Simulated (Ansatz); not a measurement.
Born–Oppenheimer molecular dynamics of CH7Al2NO (12 atoms, charge 0, multiplicity 1). It starts at the highest image of a converged band. Of that band: Neighbouring images differ by up to 1.8 eV, so the band resolves the path poorly. A vibrational analysis at the climbing image gives one clearly imaginary mode, 1146i cm⁻¹: a first-order saddle point.

These are results of Ansatz 0.2.0, RKS B3LYP-D4/def2-SVP, not measurements.

| Property | Result |
| --- | --- |
| ensemble | NVE (velocity Verlet) |
| time step | 0.5 fs |
| steps asked | 200 |
| starting velocities drawn for | 300 K |
| seed | 4826 |

First frame:

```xyz
12
Properties=species:S:1:pos:R:3
C -1.736 0.764 -1.784
Al -1.372 -0.439 -0.242
Al 0.957 -0.171 0.702
N 1.722 -1.049 2.046
O 1.790 1.050 -0.168
H -1.983 1.419 -2.615
H -2.580 0.119 -1.519
H -0.723 0.925 -1.408
H -2.613 -1.369 0.109
H 2.665 -0.910 2.400
H 1.264 -1.782 2.581
H 2.685 1.387 -0.068
```

Q: How far do the bonds stretch over the last three quarters of this one trajectory? (Pairs bonded in most of those frames.)

A: 
| bond | mean (Å) | spread (Å) | shortest | longest |
| --- | --- | --- | --- | --- |
| C1–Al2 | 1.982 | 0.085 | 1.83 | 2.12 |
| C1–H6 | 1.150 | 0.058 | 1.04 | 1.24 |
| C1–H7 | 1.134 | 0.030 | 1.06 | 1.18 |
| C1–H8 | 1.129 | 0.062 | 1.02 | 1.24 |
| Al2–Al3 | 2.571 | 0.040 | 2.51 | 2.64 |
| Al2–H9 | 1.617 | 0.027 | 1.57 | 1.66 |
| Al3–N4 | 1.793 | 0.046 | 1.72 | 1.86 |
| Al3–O5 | 1.720 | 0.036 | 1.66 | 1.79 |
| N4–H10 | 1.018 | 0.009 | 1.00 | 1.03 |
| N4–H11 | 1.017 | 0.011 | 1.00 | 1.03 |
| O5–H12 | 0.962 | 0.006 | 0.95 | 0.97 |

Mean temperature of the second half: 1044 K. The conserved energy stayed within 0.36 meV per atom of its start (net change 0.0021 meV per atom), so the integration is sound. The kinetic energy rose, since the run started high on the potential surface and went downhill. A run of 0.1 ps of so small a system gives no equilibrium averages. The orbitals stay closed-shell, which can raise the energy where a bond breaks towards radicals; this wasn't checked here.

Time of the run: 9.2 min on 2 threads of Intel(R) Xeon(R) Platinum 8488C (Sapphire Rapids), on a shared host, peak memory 0.27 GiB.
